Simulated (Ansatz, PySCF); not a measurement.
This triplet is an excited state, 2.44 eV above the relaxed singlet at the level frozen-core CCSD(T)/cc-pVTZ // B3LYP-D3(BJ)/def2-TZVP (Ansatz, a program for electronic structure).

B3LYP has the VWN-RPA correlation part, as in Gaussian. 

Cartesian coordinates (Å):
```xyz
5

O     -1.6072    -0.4627    -0.2271
Ge    -0.2157    -0.0307     0.8523
S      1.7189     0.7051    -0.0674
H     -2.2188     0.2782    -0.3237
H      2.3227    -0.4899    -0.2341
```
Charge 0, spin multiplicity 3.

**Question.** What is the computed total energy, dipole moment and highest occupied spin orbital (B3LYP-D3(BJ)/def2-TZVP in PySCF 2.14.0)?

**Answer.** 
The total energy comes out as -69435.45 eV. The dipole moment comes out as 0.57 D and the highest occupied spin orbital is -4.82 eV.
